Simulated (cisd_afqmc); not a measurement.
Input (AFQMC/CISD/cc-pVTZ; cisd_afqmc is a phaseless AFQMC code with CISD trial states that reads the integrals written by Ansatz):

Ansatz 0.2 input:
```python
import cisd_afqmc

open("ham.yaml", "w").write("""\
crystal:
  periodic: [false, false, false]
  atoms:
    - {symbol: B, position_ang: [-0.00000000, -0.00000000, -0.83561304]}
    - {symbol: N, position_ang: [0.00000000, 0.00000000, 0.39812868]}
    - {symbol: H, position_ang: [0.00000000, 0.00000000, 1.39116444]}
basis:
  gaussian:
    orbitals: cc-pVTZ
magnetization: {spin_polarized: true, initial_magnetization: 1}
correlation: {method: ccsd, electrons: outside_noble_gas, hamiltonian_folder: ham}
""")
rep = cisd_afqmc.ansatz("ham.yaml")
e_ccsd = rep["correlation"]["coupled_cluster"]["energy"]["hartree"]
out = cisd_afqmc.run("ham", e_ccsd, trial="CISD", walkers=100, populations=8, threads=8, dt=0.005, steps=40, early=24, settle=10, least=32,
    cut=5e-5, rank_cut=2e-4, target=0.0004, seconds=1500, seed=1, memory=17280, gpu=False)
```

Output:

```
orbitals 72, occupied [5, 4], factors 337 of 441, rank of the doubles 302 of 607
E(HF) = -79.679446
E(CCSD) on the cut factors = -79.958010, shift to the whole factors -0.000006
Energy of the trial state on the determinant = -79.958019
  tau behind 7.2 of longer steps, mean of the populations' last blocks
   2.0  -79.97330
   4.0  -79.97132
   6.0  -79.97090
   8.0  -79.97377
  10.0  -79.97382
  12.0  -79.97231
  14.0  -79.97274
  16.0  -79.97273
blocks 608 (2 outliers left out), error by blocks joined: 1: 0.00022, 2: 0.00027, 4: 0.00032, 8: 0.00037, 16: 0.00039
E(AFQMC/CISD) = -79.97234 +/- 0.00039
```

The determinant is spin-contaminated: <S^2> is 0.84, 0.09 over the pure value.
